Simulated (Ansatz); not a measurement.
C2H5Te, SMILES [CH2][Te]C (connectivity only; charge and spin as stated), charge +1, multiplicity 1.

Geometry: B3LYP-D3(BJ)/def2-SVP. The spin state was assumed, not searched. The isomer is the one that the SMILES or the coordinates give; other isomers of the formula were not compared. The def2 effective core potentials stand for the cores of Te; spin–orbit coupling is left out.

Two levels are set side by side: PBE/def2-SVPD (Ansatz, a first-principles code) and PBE0/def2-SVPD (Ansatz). Energy differences of separate SCF runs at the same geometry; the states with an electron removed or added have multiplicity 2 and 2. Differences are taken from unrounded values.

```tsv
quantity	PBE0
vertical ionisation energy (eV)	15.93
vertical electron affinity (eV)	6.86
vertical singlet–triplet gap (eV)	1.91
```

What does PBE give, and how far is it from PBE0? (The exact figures need the calculation; the answer reports its results.)


| quantity | PBE | PBE minus PBE0 |
|---|---|---|
| vertical ionisation energy (eV) | 15.95 | 0.02 |
| vertical electron affinity (eV) | 6.65 | -0.22 |
| vertical singlet–triplet gap (eV) | 2.20 | 0.29 |
